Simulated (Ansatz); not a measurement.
System: chloro(difluoro)borane, sum formula BClF2, charge 0, multiplicity 1. 
Geometry from a B3LYP-D3(BJ)/def2-TZVP (Ansatz, an electronic-structure program) optimisation:
```
B
F 1 1.3147
F 1 1.3147 2 118.99
Cl 1 1.7478 2 120.50 3 -180.00
```
Charge 0, spin multiplicity 1.

Computed values are from Ansatz. Correlated levels leave the core frozen unless marked. UHF or UKS for open shells. No spin-orbit coupling. Non-relativistic. CBS(X,Y): correlation extrapolated as X^-3; Hartree-Fock from the larger set (for Q and 5 zeta extrapolated as (X+1)exp(-9√X)).

```
Property                                                                                       Result
-------------------------------------------  --------------------------------------------------------
atomisation energy De                          420.0 kcal/mol at CCSD(T)/CBS(cc-pV(Q+d)Z,cc-pV(5+d)Z)
vertical ionisation energy (to the doublet)  13.05 eV at CCSD(T)/CBS(aug-cc-pV(T+d)Z,aug-cc-pV(Q+d)Z)
total energy                                     -684.3169 Eh at CCSD(T)/CBS(cc-pV(Q+d)Z,cc-pV(5+d)Z)
dipole moment                                                       0.25 D at CCSD(T)/aug-cc-pV(D+d)Z
T1 diagnostic                                                               0.011 at CCSD/cc-pV(5+d)Z
```
